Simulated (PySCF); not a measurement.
# Atomic charges against the basis set

Species: C₅H₆Ge.
Numbering: `[CH:1]#[C:2][GeH2:3][C:4]#[C:5][CH3:6]` (hydrogens: H7 on C1; H8, H9 on Ge3; H10, H11, H12 on C6)

PBE0 throughout (PySCF), one geometry, spherical d and f functions. Isolated species at its PBE0-D3(BJ)/def2-SVP geometry, gas phase. The calculation is non-relativistic, for germanium too. The first 7 of 9 kinds of atom are listed.

Mulliken charges (e):

```json
{"basis": "STO-3G", "functions": "49", "C1": "-0.141", "C2": "-0.207", "Ge3": "+0.559", "C4": "-0.226", "C5": "-0.046", "C6": "-0.252", "H7": "+0.114"}
{"basis": "6-31G", "functions": "84", "C1": "-0.336", "C2": "-0.147", "Ge3": "+0.512", "C4": "-0.272", "C5": "+0.002", "C6": "-0.552", "H7": "+0.260"}
{"basis": "6-31G*", "functions": "114", "C1": "-0.180", "C2": "-0.015", "Ge3": "-0.218", "C4": "-0.272", "C5": "+0.370", "C6": "-0.654", "H7": "+0.235"}
{"basis": "cc-pVDZ", "functions": "127", "C1": "-0.122", "C2": "-0.050", "Ge3": "+0.333", "C4": "-0.434", "C5": "+0.104", "C6": "-0.020", "H7": "+0.021"}
{"basis": "def2-SVP", "functions": "132", "C1": "-0.223", "C2": "0.000", "Ge3": "+0.428", "C4": "-0.400", "C5": "+0.021", "C6": "+0.010", "H7": "+0.049"}
{"basis": "def2-TZVP", "functions": "239", "C1": "-0.325", "C2": "-0.009", "Ge3": "+0.224", "C4": "+0.055", "C5": "-0.192", "C6": "-0.466", "H7": "+0.179"}
```

IAO charges (e):

```tsv
basis	functions	C1	C2	Ge3	C4	C5	C6	H7
STO-3G	49	-0.152	-0.325	+0.848	-0.338	-0.017	-0.417	+0.157
6-31G	84	-0.185	-0.288	+0.644	-0.339	+0.012	-0.453	+0.202
6-31G*	114	-0.181	-0.295	+0.668	-0.344	+0.010	-0.433	+0.198
cc-pVDZ	127	-0.190	-0.294	+0.693	-0.349	+0.008	-0.434	+0.201
def2-SVP	132	-0.183	-0.291	+0.691	-0.344	+0.010	-0.425	+0.195
def2-TZVP	239	-0.197	-0.299	+0.713	-0.357	+0.007	-0.443	+0.206
```

Problem. Which scheme is steadiest as the basis changes?

Solution. Largest range over the bases for any column: IAO 0.20 e, Mulliken 0.78 e. IAO charges move least and Mulliken charges most, counted in e. Without the minimal STO-3G basis the ranges are IAO 0.07, Mulliken 0.73 e.

Problem. How much do the charges still move between the two largest bases, def2-SVP and def2-TZVP?

Solution. At most, over all atoms: Mulliken 0.476 e, IAO 0.022 e.

Problem. What do the same runs give for the total energy, the frontier levels and the dipole moment?

Solution. 
| basis | energy (Eh) | HOMO (eV) | LUMO (eV) | μ (D) |
| --- | --- | --- | --- | --- |
| STO-3G | -2244.2948 | -5.32 | 4.34 | 0.68 |
| 6-31G | -2270.1133 | -7.47 | 0.49 | 1.31 |
| 6-31G* | -2270.2159 | -7.39 | 0.41 | 1.26 |
| cc-pVDZ | -2270.4847 | -7.52 | 0.23 | 1.32 |
| def2-SVP | -2270.1059 | -7.59 | 0.16 | 1.33 |
| def2-TZVP | -2270.5785 | -7.64 | 0.03 | 1.35 |

The dipole is fixed by the density alone, so its range of 0.67 D shows that the density itself changes with the basis, not only its division among atoms.
